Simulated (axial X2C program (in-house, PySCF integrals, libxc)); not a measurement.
FZrF⁺: properties at the nuclei

Calculated with an axial X2C code built on PySCF integrals: two-component X2C with atomic mean-field Coulomb and Gaunt terms, Gaussian nuclei, basis F dyall-av3z, Zr dyall-v3z with contracted cores.

F–Zr–F held linear, with bonds 1.882 and 1.882 Å (near the PBE0 minimum at charge 1 of the determinant lowest at the starting distance; the state shown can have its own minimum elsewhere, held linear; other orders of the atoms were not compared).

Determinant lowest in the PBE0 search, Ω = 3/2 (⟨Sz⟩ = -0.50, ⟨Lz⟩ = 2.00 at PBE0), spin on the atoms F 0.01, Zr -0.51, F 0.01:

```json
{"level": "PBE0", "A∥/gI F (MHz)": "0.659", "qzz F (a.u.)": "-0.36", "A∥/gI Zr (MHz)": "565", "qzz Zr (a.u.)": "-4.66"}
{"level": "HF", "A∥/gI F (MHz)": "1.23", "qzz F (a.u.)": "-0.33", "A∥/gI Zr (MHz)": "578", "qzz Zr (a.u.)": "-4.85"}
{"level": "TPSSh", "A∥/gI F (MHz)": "1.19", "qzz F (a.u.)": "-0.41", "A∥/gI Zr (MHz)": "587", "qzz Zr (a.u.)": "-4.70"}
```

Determinant 0.10 eV from it at PBE0 and this distance, Ω = 5/2 (⟨Sz⟩ = 0.50, ⟨Lz⟩ = 2.00 at PBE0), spin on the atoms F -0.01, Zr 0.51, F -0.01:

```
level  A∥/gI F (MHz)  qzz F (a.u.)  A∥/gI Zr (MHz)  qzz Zr (a.u.)
 PBE0           1.07         -0.36            62.7          -4.70
   HF          -1.65         -0.33            12.1          -4.87
TPSSh           1.57         -0.41            61.6          -4.75
```

A∥ (defined per Ω) follows by multiplying with gI = μI/(I μN); qzz is the electric field gradient, eQq0 = 234.96 MHz × Q/barn × qzz. The operators were transformed with the bare-nucleus X2C matrices; with these basis sets, hyperfine constants and field gradients can be off by tens of per cent, and where levels differ in sign neither size nor sign is settled.

Q: With gI(19F) = 5.2577, gI(91Zr) = -0.5214, Q(91Zr) = -0.176 barn (g factors from the IAEA table of nuclear moments by Stone; Q from Pyykkö, Mol. Phys. 2018), turn the PBE0 values of the first state into constants in MHz.

A: A∥(19F) = 0.659 × 5.2577 = 3.46 MHz; A∥(91Zr) = 565 × -0.5214 = -295 MHz; eQq0(91Zr) = 234.96 × (-0.176) × (-4.66) = 193 MHz.

The molecule was held linear; bending was not examined, so a bent shape may lie lower.

Each state is one determinant with collinear spin. Unrestricted Hartree–Fock can overshoot spin polarisation at the nuclei. The search compared states at one distance, so a state with another bond length can lie lower. PBE0 term energies can be off by some tenths of an eV.
